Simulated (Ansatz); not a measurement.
Gas-phase reaction in SMILES: CN[SiH2] → CN[SiH2-] (an electron is taken up)
Structures are relaxed separately at B3LYP-D3(BJ)/def2-TZVP in Ansatz (a first-principles code), one conformer each, not searched for the lowest.
Geometry of the first species:
```xyz
9

C     -1.6329     0.3857    -0.0781
N     -0.3818    -0.2032    -0.5281
Si     1.1008    -0.1663     0.3584
H     -2.2061     0.7683    -0.9263
H     -1.4198     1.2278     0.5817
H     -2.2655    -0.3193     0.4726
H     -0.5073    -0.9420    -1.2046
H      2.1762    -0.5360    -0.6071
H      1.2814     1.2381     0.8319
```
Charge 0, spin multiplicity 2.

Wanted: adiabatic electron affinity (electronic energy difference), positive where the reaction releases energy, in eV. Valence correlation only, unless marked. Open shells are spin-unrestricted. Spin-orbit coupling is left out. Non-relativistic. Anions need diffuse functions: aug- sets have them; def2-D sets add few; the other sets have none. Basis-set limits of correlation are two-point, X^-3; Hartree-Fock from the larger set.

```csv
level,program,adiabatic electron affinity (eV)
HF/cc-pV(T+d)Z,Ansatz,-0.37
```

**Question.** Estimate the value at CCSD(T)/CBS(aug-cc-pV(T+d)Z,aug-cc-pV(Q+d)Z) as computed with Ansatz.

**Answer.** 0.96 eV
